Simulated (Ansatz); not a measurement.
One geometry of CH₇NOSSi, SMILES `C[Si](N)(O)S`, several functionals.

```yaml
crystal:
  periodic: [false, false, false]
  atoms:
    - {symbol: C, position_ang: [-1.271006, 0.723512, -0.392964]}
    - {symbol: Si, position_ang: [0.211689, -0.053048, 0.412750]}
    - {symbol: N, position_ang: [0.742385, -1.319040, -0.608944]}
    - {symbol: O, position_ang: [-0.111564, -0.624622, 1.920983]}
    - {symbol: S, position_ang: [1.721639, 1.395208, 0.876460]}
    - {symbol: H, position_ang: [-1.004799, 1.227944, -1.325103]}
    - {symbol: H, position_ang: [-1.709073, 1.465397, 0.277392]}
    - {symbol: H, position_ang: [-2.033628, -0.028468, -0.615102]}
    - {symbol: H, position_ang: [0.403761, -1.386061, -1.554242]}
    - {symbol: H, position_ang: [1.664354, -1.713335, -0.515657]}
    - {symbol: H, position_ang: [-0.380730, -1.543980, 1.956830]}
    - {symbol: H, position_ang: [1.844070, 1.801494, -0.398202]}
basis:
  gaussian: {orbitals: def2-TZVPP}
hamiltonian: {xc: {name: BLYP}, dispersion: d4}
output: {orbitals: {seedname: orbitals}}
```

```sh
$ ansatz run in.yaml --threads 4 --pin off --events-out ev --progress --plain --max-ram 10444MiB
```

Shortened log:

```
Functional definition: BLYP
  name "BLYP"
  cite "Becke, Phys. Rev. A 38, 3098 (1988) doi:10.1103/PhysRevA.38.3098"
  cite "Lee, Yang & Parr, Phys. Rev. B 37, 785 (1988) doi:10.1103/PhysRevB.37.785"
  parameter beta = 0.0042
  parameter a = 0.04918
  parameter b = 0.132
  parameter c = 0.2533
  parameter d = 0.349
  exchange = b88_x(beta = beta)
  correlation = lyp_c(a = a, b = b, c = c, d = d)
1471 factors; their error is unknown
mean field evaluation 1: about -23382.0274 eV, gradient 1.1e2 eV
mean field evaluation 2: about -23313.5437 eV, gradient 2.0e2 eV
mean field evaluation 4: about -23404.9583 eV, gradient 2.0e1 eV
mean field evaluation 8: about -23405.8065 eV, gradient 1.7e-1 eV
mean field evaluation 16: about -23405.7826 eV, gradient 1.0e-3 eV
mean field -23405.78261402 eV, -860.1466460560 hartree, gradient 3.1e-5 eV, S^2 0.000000; 0 other end points of the search recorded, 0 dependent functions left out
reference -23405.78299355 eV, -860.1466600033 hartree; 29, 29 occupied and 246, 246 virtual orbitals, 1471 factors
Total energy: -23406.42456850 eV, -860.1702374478 hartree
```

It took 1.9 s on 4 threads of an Arm Neoverse V2 on a shared host, with 0.4 GiB of host memory at the peak.

The same input with `hamiltonian: {xc: lda}` (abridged; 1.2 s):

```
Functional definition: SPW92
mean field evaluation 16: about -23301.1850 eV, gradient 9.8e-4 eV
mean field -23301.18496266 eV, -856.3027532673 hartree, gradient 4.7e-5 eV, S^2 0.000000
Total energy: -23301.18500235 eV, -856.3027547260 hartree
```

With the line `hamiltonian: {xc: {name: revPBE}, dispersion: d4}` (abridged; 1.9 s):

```
Functional definition: revPBE
mean field evaluation 16: about -23402.3246 eV, gradient 9.1e-4 eV
mean field -23402.32456821 eV, -860.0195652163 hartree, gradient 5.5e-5 eV, S^2 0.000000
Total energy: -23403.17634846 eV, -860.0508675633 hartree
```

With the line `hamiltonian: {xc: {name: r2SCAN0}, dispersion: d4}` (abridged; 4.8 s):

```
Functional definition: r2SCAN0
mean field evaluation 16: about -23403.0079 eV, gradient 7.1e-5 eV
mean field -23403.00790047 eV, -860.0446772138 hartree, gradient 1.7e-5 eV, S^2 0.000000
Total energy: -23403.09404884 eV, -860.0478431081 hartree
```

The same input with `hamiltonian: {xc: {name: wB97M-V}}` and forces (abridged; 11 s):

```
Functional definition: wB97M-V
mean field evaluation 16: about -23404.6987 eV, gradient 6.5e-5 eV
mean field -23404.69865029 eV, -860.1068111236 hartree, gradient 6.6e-5 eV, S^2 0.000000
Total energy: -23404.69870001 eV, -860.1068129508 hartree
Atom 0 force    -0.021085     0.006661    -0.008309 eV/Å
Atom 1 force    -0.039568     0.103197    -0.080675 eV/Å
Atom 2 force     0.033045    -0.016752    -0.029678 eV/Å
Atom 3 force    -0.030405    -0.084904     0.079270 eV/Å
Atom 4 force     0.010252     0.023968    -0.073527 eV/Å
Atom 5 force    -0.016441    -0.031175     0.058258 eV/Å
Atom 6 force     0.027625    -0.047628    -0.044919 eV/Å
Atom 7 force     0.052779     0.053471     0.014509 eV/Å
Atom 8 force     0.012040    -0.012056     0.013240 eV/Å
Atom 9 force    -0.019296    -0.002089    -0.018574 eV/Å
Atom 10 force     0.001400     0.031407     0.021757 eV/Å
Atom 11 force    -0.010346    -0.024101     0.068646 eV/Å
Dipole moment:    -0.154301    -0.369360    -0.545073 e Å
```

The same input with `hamiltonian: {xc: {name: BHLYP}, dispersion: d4}` (abridged; 3 s):

```
Functional definition: BHLYP
mean field evaluation 16: about -23405.0584 eV, gradient 4.8e-5 eV
mean field -23405.05841254 eV, -860.1200321424 hartree, gradient 4.8e-5 eV, S^2 0.000000
Total energy: -23405.42769498 eV, -860.1336030217 hartree
```
